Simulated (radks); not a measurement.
Values are calculated unless marked as measured or tabulated.
Lu4+, 67 electrons, occupied as [Kr] 4d10 4f13 5s1.75 5p6 5f0.25 (fractional occupations, a model configuration). Level of theory: scalar-relativistic Kohn-Sham, PW91, spin-polarised, spherical densities, finite nucleus; open shells are filled with parallel spins first (spin-orbit coupling, left out, can overturn this in heavy ions); Fermi nuclear charge, rms radius 5.37 fm (a radial shooting solver on a logarithmic mesh with Libxc functionals).

Local quantities along the radius. ELF = 1/(1 + alpha^2) is the electron localisation function; alpha = (tau - tau_W)/tau_unif compares the Pauli kinetic energy density with that of the uniform gas (summed over spins); s = |grad rho|/(2 (3 pi^2)^(1/3) rho^(4/3)) is the reduced gradient. tau is taken from the large components.

r (bohr)	ELF	alpha	s
0.001311	0.999	0.02474	0.7647
0.001792	0.999	0.02710	0.6765
0.002428	0.999	0.03101	0.6189
0.003317	0.999	0.03778	0.5843
0.004496	0.998	0.04933	0.5724
0.006142	0.995	0.07149	0.5818
0.008391	0.986	0.1174	0.6141
0.01137	0.954	0.2195	0.6660
0.01554	0.814	0.4783	0.7198
0.02105	0.493	1.014	0.6907
0.02876	0.330	1.424	0.4704
0.03898	0.506	0.9884	0.2876
0.05326	0.729	0.6105	0.3330
0.07276	0.657	0.7221	0.4656
0.09861	0.364	1.322	0.4184
0.1347	0.501	0.9982	0.2128
0.1826	0.730	0.6088	0.3493
0.2494	0.434	1.141	0.5503
0.338	0.330	1.425	0.1996
0.4618	0.704	0.6490	0.2683
0.6309	0.581	0.8500	0.5217
0.855	0.340	1.392	0.5719
1.168	0.517	0.9657	0.5855
1.583	0.570	0.8691	1.040
2.163	0.156	2.329	2.279
2.931	0.004	16.53	3.369
4.004	0.003	17.84	2.470
5.471	0.001	28.39	5.198
7.414	0.000	97.23	16.48

On this mesh the ELF has minima near r = 0.029, 0.11, 0.29, 0.86 bohr, which separate the shells, and maxima near 0.062 (0.74), 0.18 (0.73), 0.46 (0.70), 1.4 (0.59).
